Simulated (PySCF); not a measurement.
# Worked example: refractive index and permittivity of the vapour

B(Cl)(H)(NHMe) (CH5BClN), SMILES ClBNC.

Geometry optimised at PBE-D3(BJ)/def2-SVP. One conformer was computed; it need not be the lowest.

CAM-B3LYP/def2-TZVP (PySCF) gives a mean static polarisability of 47.8 bohr³ and a dipole moment of 2.84 D. Take an ideal gas at 298.15 K and 1 bar, whether or not the substance is that volatile.

### Question
Work out n − 1 in the optical limit and the static ε − 1.

### Answer

Polarisability volume α' = 47.8 × 0.148185 = 7.08 Å³. Number density N = p/kT = 2.43e-5 Å⁻³.
Dilute limit of Lorentz–Lorenz: n − 1 = 2π N α' = 0.0011.
Orientation term of Debye: μ²/(3kT) = 8.098 Å³ × μ²(D²) = 65.31 Å³.
ε − 1 = 4π N (α' + μ²/3kT) = 0.022. Orientation of the dipole supplies 90 % of the static response; it can't follow optical fields. Vibrational polarisation and dispersion are left out.
